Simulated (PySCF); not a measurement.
Electron correlation in Ar⁺ (argon, charge +1)

[Ne] 3s2 3p5, 2P determinant. Computed with PySCF 2.14 in cc-pV(T+d)Z (5s4p3d1f, 39 functions), with the non-relativistic Hamiltonian (point nucleus). Frozen: [Ne]; 7 electrons correlated.

MP2 pair energies summed by pair of shells (mhartree):

| pair | energy | share (%) |
| --- | --- | --- |
| 3p-3p | -104.95 | 63.2 |
| 3s-3p | -51.95 | 31.3 |
| 3s-3s | -9.28 | 5.6 |

Total MP2 correlation energy: -166.19 mhartree.

Same-spin part -38.41 and opposite-spin part -127.78 mhartree; SCS-MP2 scales them by 1/3 and 6/5 to -166.14 mhartree.

```
  level  correlation energy (mhartree)
   CCSD                        -191.37
    (T)                          -5.33
CCSD(T)                        -196.70
```

Diagnostics: T1 = 0.0065, D1 = 0.0221, largest double amplitude 0.054.

**Question.** Is a single reference adequate?

**Answer.** Yes: T1 lies below 0.03 and no double amplitude reaches 0.07.
